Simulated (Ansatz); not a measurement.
Reaction (ligand exchange at a Mo–F bond): `[O]=[Mo]([OH])([F])([F])[Cl]` + HCl → `[O]=[Mo]([OH])([F])([Cl])[Cl]` + H–F

Program: Ansatz. Geometries: PBE0-D4/def2-TZVP. ΔE: electronic, gas phase. CCSD(T)/CBS adds triple-zeta CCSD(T) − MP2 to the extrapolated MP2 energy (def2 sets, frozen cores). This one scheme is used for every species. Functionals use def2-TZVPP. def2 core potentials past Kr. For Mo outer-core shells are correlated without core-valence functions, which leaves a few kJ/mol of doubt a bond. One conformer a species, not always the lowest.

`[O]=[Mo]([OH])([F])([F])[Cl]`:

```xyz
7

O     0.770   -0.827    1.536
Mo   -0.089   -0.295    0.241
O     1.109    0.879   -0.535
F     0.194   -1.416   -1.205
F    -1.673   -1.235    0.363
Cl   -1.336    1.488    0.936
H     1.026    1.405   -1.336
```

HCl:

```xyz
2

Cl    0.522   -0.362    0.071
H    -0.522    0.362   -0.071
```

`[O]=[Mo]([OH])([F])([Cl])[Cl]`:

Z-matrix (Å, degrees):
```
Mo
O 1 1.852
F 1 1.854 2 87.2
Cl 1 2.293 2 87.4 3 -145.3
O 1 1.641 2 102.7 3 108.4
Cl 1 2.283 2 154.4 3 -70.1
H 2 0.963 1 128.1 3 76.8
```

H–F:

Cartesian coordinates in Å:
```
F -0.275 -0.263 -0.259
H 0.275 0.263 0.259
```

**Question.** Is it downhill or uphill in electronic energy at CCSD(T)/CBS, and by how much? (Estimate.)

**Answer.** The calculation gave: Uphill: ΔE = +0.06 eV.

**Question.** What do these levels give: BHLYP-D4, ωB97M-V, PBE-QIDH, r2SCANh, HF/def2-TZVPP, SCS-MP2/def2-QZVPP? (Estimate.)

**Answer.** Computed: BHLYP-D4 0.18, ωB97M-V 0.23, PBE-QIDH 0.07, r2SCANh 0.21, HF/def2-TZVPP 0.31, SCS-MP2/def2-QZVPP 0.01 eV.

Largest T1 diagnostic among the species: 0.024, so the coupled-cluster value is less sure than usual.

From r2SCAN to r2SCAN0 (25 % exact exchange), in def2-TZVPP and without D4, ΔE moves by −0.05 eV. Leaving LDA and LC-ωPBE aside and taking each functional with its dispersion term where it has one, the values, not all of them listed here, spread over 0.23 eV, from PBE-QIDH to CAM-B3LYP-D4.
